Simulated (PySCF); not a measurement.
Gas-phase reaction: BH + 3 CH3CO (acetyl) + 3 H ⇌ B(OCH3)3 + C3H4 (propyne), at 2500 K and a standard pressure of 1 bar. Level: ωB97M-V/def2-TZVP†.

Computed with PySCF and rigid-rotor harmonic-oscillator thermochemistry at 1 bar. † marks an energy on the PBE0/def2-TZVP geometry and frequencies. Open shells (unrestricted): CH3CO (acetyl) (multiplicity 2), H (multiplicity 2); the rest are closed-shell singlets. The harmonic model lacks anharmonicity and excited electronic states, which grow with temperature; levels with a mode under 35 cm⁻¹ are left out. Internal rotation in CH3CO (acetyl), B(OCH3)3 is treated as a harmonic vibration of one conformer, which makes the entropy rough.

```tsv
species	E (Ha)	H(2500 K) − E (kJ/mol)	S°(2500 K) (J/mol/K)
BH	-25.27960	96.6	240.1
CH3CO (acetyl)	-153.18108	355.7	463.1
H	-0.49412	52.0	158.9
B(OCH3)3	-370.38724	1025.0	939.9
C3H4 (propyne)	-116.63801	426.0	472.2
```
E: electronic energy; H − E holds the zero-point and thermal terms. 1 Ha = 2625.5 kJ/mol.

**Question.** Work out ΔH°, ΔS°, ΔG° and log10 K from these numbers.

**Answer.** 1. ΔE = 1×(-370.38724) + 1×(-116.63801) − 1×(-25.27960) − 3×(-153.18108) − 3×(-0.49412) = -0.72005 Ha = -1890.5 kJ.
2. Δ(H − E) = 1×(1025.0) + 1×(426.0) − 1×(96.6) − 3×(355.7) − 3×(52.0) = 131.3 kJ, so ΔH° = -1759.2 kJ.
3. ΔS° = 1×(939.9) + 1×(472.2) − 1×(240.1) − 3×(463.1) − 3×(158.9) = -694.0 J/K; the number of gas molecules changes by -5.
4. ΔG° = ΔH° − TΔS° = -1759.2 − 2500×(-694.0)/1000 = -24.2 kJ.
5. log10 K = −ΔG°/(RT ln 10) = 0.51, with RT ln 10 = 47.86 kJ/mol; at standard pressures the products are favoured.
6. A shift of 10 kJ in ΔE would move log10 K by 0.21 here.
7. With ΔH° and ΔS° held fixed, ΔG° changes sign near ΔH°/ΔS° = 2530 K.
8. Lowering the total pressure from 1 bar to 0.01 bar multiplies the mole-fraction quotient K_x = K (p/p°)^(−Δn) by 10^-10, which pushes the balance towards the reactants.
For scale, ΔH°(298 K) is -1774 kJ at this level, -1758 kJ at ωB97X-V/def2-TZVP†, and runs from -1961 to -1460 kJ over the 16 levels computed.
